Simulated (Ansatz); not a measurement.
PbF₂. Charge 0, multiplicity 1. Geometry PBE0-D4/def2-TZVP, basis def2-TZVP, Ansatz.

```xyz
3

Pb   -0.065   -0.075    0.901
F     0.821    1.323   -0.287
F    -0.756   -1.249   -0.614
```

```csv
run,HOMO (eV),LUMO (eV)
A,-11.25,-0.87
B,-7.93,-3.28
C,-7.57,-3.44
D,-9.01,-2.79
E,-11.22,-1.07
F,-10.40,-1.97
```

In the def2 sets Pb takes a core potential; there is no spin–orbit coupling. The structure comes from a short search, and lower isomers may exist.

Q: The runs used CAM-B3LYP, PBE, PBE0, r2SCAN, ωB97M-V, ωB97X-V. Estimate which is which.

A: A ωB97X-V (range-separated); B r2SCAN (0 % exact exchange); C PBE (0 % exact exchange); D PBE0 (25 % exact exchange); E ωB97M-V (range-separated); F CAM-B3LYP (range-separated). Exact exchange lowers occupied and raises empty levels; among semilocal functionals meta-GGAs tend to open the gap a little, and such runs are hard to tell apart. The gap grows from 4.13 eV (PBE) to 10.38 eV (ωB97X-V).
